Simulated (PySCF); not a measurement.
**A survey of 15N NMR shifts**

Method: geometry: GFN2-xTB, GIAO PBE0/pcSseg-1 shieldings, in PySCF 2.14 (rapidly exchanging positions averaged, one computed conformer, isolated molecule, relativity neglected).

Shieldings were converted by a linear fit to measured shifts: 15N: δ = -148.07 − 0.921σ (rms 6.3 ppm, 71 shifts vs CH3NO2, solution or neat liquid). A few per cent of atoms miss by over 2 rms, more outside the fitted compound classes.

**Question.** Give the 15N shifts of `O=C(O)C#CCCN([SiH3])[SiH3]`, `C#C[SiH2]N(C)[SiH]1OCCO1`, `CO[Si@@H]1CC[C@@H](C#N)[SiH2]O1`, `CO[SiH2]c1ccc([SiH2]N)o1`, `O[SiH]1NC[SiH2]N[SiH2]CN1`, `F[SiH2]N[SiH2]CC[SiH3]`, `CO[Si@@H]1CC[C@H](C#N)[SiH2]O1`.

**Answer.** 
| compound | environment | δ (ppm) |
| --- | --- | --- |
| O=C(O)C#CCCN([SiH3])[SiH3] | nitrogen bonded to C, 2 Si | -380.2 |
| C#C[SiH2]N(C)[SiH]1OCCO1 | nitrogen bonded to C, 2 Si | -368.2 |
| CO[Si@@H]1CC[C@@H](C#N)[SiH2]O1 | nitrile nitrogen | -120.5 |
| CO[SiH2]c1ccc([SiH2]N)o1 | nitrogen bonded to Si, 2 H | -392.1 |
| [OH:1][SiH:2]1[NH:3][CH2:4][SiH2:5][NH:6][SiH2:7][CH2:8][NH:9]1 | N3/9: nitrogen bonded to C, Si, H, in a 8-membered ring (×2) | -356.5 |
| [OH:1][SiH:2]1[NH:3][CH2:4][SiH2:5][NH:6][SiH2:7][CH2:8][NH:9]1 | N6: nitrogen bonded to 2 Si, H, in a 8-membered ring | -393.5 |
| F[SiH2]N[SiH2]CC[SiH3] | nitrogen bonded to 2 Si, H | -376.5 |
| CO[Si@@H]1CC[C@H](C#N)[SiH2]O1 | nitrile nitrogen | -120.4 |
